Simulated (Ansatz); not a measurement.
The Ge1–S2 bond of GeS is stretched (multiplicity 1).


Frozen-core correlation. Filled d and f shells under p-block atoms count as core.

Programs: Ansatz (Gaussian basis) for Hartree–Fock, density functionals and correlated methods. 

Energies above the point at 2.028 Å (the B3LYP-D3(BJ) bond length), FIC-MRCISD+Q on CASSCF(10,8)/def2-SVP (kcal/mol): 20.16 at 1.826 Å; 7.97 at 2.231 Å; 118.23 at 8.114 Å.

Task: Take the last value as the depth D of a Morse curve D(1 − e^(−a(R − R₀)))², fit a and R₀ to the two near points, and test it at 2.738 and 3.550 Å.

Result: 
With D = 118.2, both near points (counted from the curve's value at 2.028 Å) are met by a = 1.60 Å⁻¹ and R₀ = 2.042 Å, so k = 2Da² = 602 kcal/(mol Å²). The curve then gives 53.1 and 97.8 kcal/mol; the level itself gives 55.4 and 103.3, so Morse is off by -2.3 and -5.5.

Ansatz is an electronic-structure program.
